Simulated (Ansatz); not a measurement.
Reaction (isomerisation): `[SiH3]/C=C/[SiH3]` → `C=C([SiH3])[SiH3]`

Calculated with Ansatz (gas phase, PBE0-D4/def2-TZVP geometries, no zero-point term in ΔE). CCSD(T)/CBS is the MP2 limit (def2-TZVPP, def2-QZVPP) plus CCSD(T) − MP2 in def2-TZVPP, frozen cores. This one scheme is used for every species. DFT in def2-TZVPP. B3LYP here is the variant with VWN-RPA as its local correlation; programs differ in this.

```tsv
level	ΔE (kcal/mol)	difference from CCSD(T)/CBS
ωB97X-V	-1.1	0.2
B2PLYP	-0.7	0.6
PBE0	-0.7	0.6
B3LYP	-0.2	1.1
HF/def2-TZVPP	-0.4	0.9
SCS-MP2/def2-TZVPP	-1.3	0.0
CCSD(T)/def2-TZVPP	-1.3	0.0
HF/def2-QZVPP	-0.4	0.9
MP2/def2-QZVPP	-1.7	-0.4
CCSD/CBS(def2)	-1.1	0.2
CCSD(T)/CBS	-1.3	0
```

Largest T1 diagnostic among the species: 0.012.

In def2-TZVPP, CCSD(T) changes the Hartree–Fock value by −0.9 kcal/mol (the triples alone add −0.2 kcal/mol) and MP2 by −1.3 kcal/mol. The D4 term adds −0.9 kcal/mol with B3LYP and −0.5 kcal/mol with PBE0; it sums over pairs of atoms, weighted by their polarisabilities, and B3LYP, whose exchange is more repulsive, gets the larger term.
